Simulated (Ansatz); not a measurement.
Consider the redistribution: `[Cl][SnH2][Si](Cl)(Cl)Cl` + `C[O][Ge]([OH])([O]C)[O]C` → `[OH][SnH2][Cl]` + `C[O][Ge]([O]C)([O]C)[Si](Cl)(Cl)Cl`.

Isolated molecules relaxed with PBE0-D4/def2-TZVP in Ansatz; ΔE leaves out vibrations. CBS: MP2 limit from def2 TZ/QZ plus the TZ coupled-cluster correction, frozen cores. DFT in def2-TZVPP. B3LYP here is the variant with VWN-RPA as its local correlation; programs differ in this. HSE06 is defined as in plane-wave codes. Elements past krypton have def2 core potentials. For Ge, Sn outer-core shells are correlated without core-valence functions, which leaves a few kJ/mol of doubt a bond. Scalar relativity is left out up to krypton. One conformer a species, not always the lowest.

```csv
level,ΔE (kcal/mol),difference from CCSD(T)/CBS
LDA (SPW92),6.8,-0.4
PBE-D4,4.7,-2.5
revPBE-D4,4.4,-2.8
BLYP-D4,3.5,-3.7
B97M-V,5.0,-2.2
PBE0-D4,6.8,-0.4
B3LYP-D4,5.3,-1.9
r2SCANh-D4,7.0,-0.2
HSE06-D4,6.9,-0.3
BHLYP-D4,7.4,0.2
CAM-B3LYP-D4,6.0,-1.2
ωB97X-V,6.5,-0.7
ωB97M-V,7.0,-0.2
B2PLYP,7.0,-0.2
PBE-QIDH,8.6,1.4
PBE,5.8,-1.4
revPBE,5.9,-1.3
BLYP,5.2,-2.0
r2SCAN,6.9,-0.3
PBE0,7.9,0.7
B3LYP,6.8,-0.4
r2SCANh,7.7,0.5
r2SCAN0,8.7,1.5
HSE06,8.0,0.8
BHLYP,8.5,1.3
CAM-B3LYP,7.2,0.0
LC-ωPBE,7.6,0.4
RPA@PBE/def2-TZVPP,6.7,-0.5
MP2/def2-SVP,8.0,0.8
CCSD/def2-SVP,8.9,1.7
CCSD(T)/def2-SVP,8.3,1.1
HF/def2-TZVPP,10.5,3.3
MP2/def2-TZVPP,7.8,0.6
SCS-MP2/def2-TZVPP,7.6,0.4
CCSD/def2-TZVPP,8.2,1.0
CCSD(T)/def2-TZVPP,7.4,0.2
MP2/def2-QZVPP,7.6,0.4
SCS-MP2/def2-QZVPP,7.6,0.4
MP2/CBS(def2),7.5,0.3
CCSD/CBS(def2),8.0,0.8
CCSD(T)/CBS,7.2,0
```

Largest T1 diagnostic among the species: 0.013.

Leaving LDA and LC-ωPBE aside and taking each functional with its dispersion term where it has one, the values spread over 5.1 kcal/mol, from BLYP-D4 to PBE-QIDH. LDA lies +0.9 kcal/mol from PBE without D4. From PBE to PBE0 (25 % exact exchange), in def2-TZVPP and without D4, ΔE moves by +2.1 kcal/mol. In def2-TZVPP, CCSD(T) changes the Hartree–Fock value by −3.1 kcal/mol (the triples alone add −0.8 kcal/mol) and MP2 by −2.7 kcal/mol.
